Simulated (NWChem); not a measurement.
Species: SiBrCl, singlet; SMILES [Si](Cl)Br

```xyz
3

Si     1.0183    -0.6480     0.0000
Cl    -0.5017    -2.0828     0.0000
Br    -0.1638     1.2764     0.0000
```
Atoms are numbered in this order, from 1.

Program: NWChem. Geometry optimised at PBE0/def2-SVP; all other runs use it. Low-valent species are run as closed-shell singlets; no triplet was tried in these runs. This build's default masses of Se (78.918 u) and Br (79.917 u) are each other's, which moves their modes by up to 0.6 %.

| quantity | level | value |
|---|---|---|
| anisotropy (bohr³), static | B3LYP/def2-SVPD | 31.3 |
| −ε(HOMO) (eV) | B3LYP/def2-SVP | 7.32 |
| vertical, lowest state with f > 0.02, singlet (eV) | B3LYP/def2-SVPD, TDA | 3.69 |
| cavity-dispersion-structure term (kcal/mol) in water | PBE0/def2-SVP, SMD | 0.0 |
| dipole (D) | PBE0/def2-SVP | 0.93 |
| highest harmonic frequency (cm⁻¹) | PBE0/def2-SVP | 530 |
